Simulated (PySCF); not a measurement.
## Two-component Hartree-Fock for I³⁺ (iodine, charge +3)

Start: [Kr] 4d10 5s1 5p2 6s1; 5s1/2 filled at m_j = +1/2; 5p3/2 filled at m_j = +1/2, +3/2; 6s1/2 filled at m_j = +1/2. Calculated with PySCF 2.14 in x2c-TZVPall-2c with one added diffuse shell each of s, p, d, f type (9s10p6d3f, 90 functions): generalised Hartree-Fock with the X2C-1e Hamiltonian and a Gaussian nucleus; one run each with spin-orbit coupling (SO) switched off, then screened by Boettger's factors. This is a chosen level, not necessarily the ground level.

| spinor shell | electrons | ε, spin-free (eV) | ε, screened SO (eV) | weight of nominal j (screened SO) | rms radius, screened SO (bohr) |
| --- | --- | --- | --- | --- | --- |
| 1s1/2 | 2 | -33373.2 | -33369.4 | 1.000 | 0.0311 |
| 2s1/2 | 2 | -5288.7 | -5287.6 | 1.000 | 0.127 |
| 2p1/2 | 2 | -4743.7 | -4951.5 | 1.000 | 0.109 |
| 2p3/2 | 4 | -4743.7 | -4650.1 | 1.000 | 0.115 |
| 3s1/2 | 2 | -1140.8 | -1140.5 | 1.000 | 0.334 |
| 3p1/2 | 2 | -960.01 | -1000.2 | 1.000 | 0.327 |
| 3p3/2 | 4 | -960.01 | -941.75 | 1.000 | 0.338 |
| 3d3/2 | 4 | -689.76 | -696.80 | 1.000 | 0.311 |
| 3d5/2 | 6 | -689.76 | -684.75 | 1.000 | 0.314 |
| 4s1/2 | 2 | -249.10 | -249.01 | 1.000 | 0.787 |
| 4p1/2 | 2 | -189.90 | -197.75 | 0.999 | 0.826 |
| 4d3/2 | 4 | -100.61 | -101.72 | 0.968 | 0.977 |
| 4d5/2 | 6 | -100.61 | -99.777 | 0.979 | 0.985 |
| 5s1/2 | 1 | -59.581 | -59.389 | 1.000 | 1.91 |
| 5p3/2 | 2 | -44.439 | -44.172 | 0.747 | 2.19 |
| 6s1/2 | 1 | -21.794 | -21.803 | 0.948 | 4.10 |

Task: Where does 4p3/2 lie, and what is the 4p spin-orbit splitting (screened SO)?

Result: At -186.29 eV, 11.465 eV above 4p1/2.

```
   quantity    spin-free  screened SO
E (hartree)  -7108.59681  -7110.71416
        M_J            3            3
       ⟨J²⟩       12.010       12.250
       ⟨L²⟩        2.008        2.569
       ⟨S²⟩        6.002        5.745
```

Each row is a mean over spinors that exchange with the open shell spreads, by up to 1.477 eV (4s1/2).

Rows whose weight is well below 1 are mixtures of j = l ± 1/2: exchange outweighs spin-orbit coupling there, and the label is only the starting occupation.

⟨J²⟩ departs a little from M_J(M_J + 1) because the unrestricted spinors polarise the closed shells.

Breit and QED terms are absent; they matter most for the inner s and p1/2 levels.

Densities and radii are taken from the X2C orbitals without a picture-change correction, which distorts them close to the nucleus.

Without spin-orbit coupling the j labels of p, d and f shells carry no meaning; the spin-free column gives the mean over the occupied spinors of each nl shell.
